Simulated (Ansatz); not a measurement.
Results of the Gaussian-basis code of Ansatz.

A structure relaxed at PBE0-D4/def2-TZVP, charge 0, multiplicity 1:

```
atom    x (Å)    y (Å)    z (Å)
  N1   1.5014   1.5961   1.0985
 Si2   1.0083   0.8207  -0.3468
  N3   0.2405  -0.6772   0.0248
 Si4  -1.1980  -1.3664  -0.6137
  O5  -2.4340  -1.4628   0.4715
  H6   2.3481   2.1396   1.1153
  H7   0.8429   1.9083   1.7929
  H8   0.0080   1.5500  -1.1745
  H9   2.2695   0.6812  -1.1245
 H10   0.7368  -1.2446   0.7007
 H11  -1.5755  -0.5253  -1.7776
 H12  -0.9795  -2.7798  -0.9963
 H13  -2.7687  -0.6397   0.8298
```

Task: Give its formula and SMILES.

Result: H8N2OSi2, `N[SiH2]N[SiH2]O`.

Task: Point group (tolerance 0.08 Å, 0.16 Å for H)?

Result: C1.

Task: Summarise the bond lengths by kind.

Result: 3 × N–Si 1.713 to 1.724 Å; 3 × H–N 1.006 to 1.012 Å; 4 × H–Si 1.480 to 1.489 Å; 1 × O–Si 1.648 Å; 1 × H–O 0.958 Å.
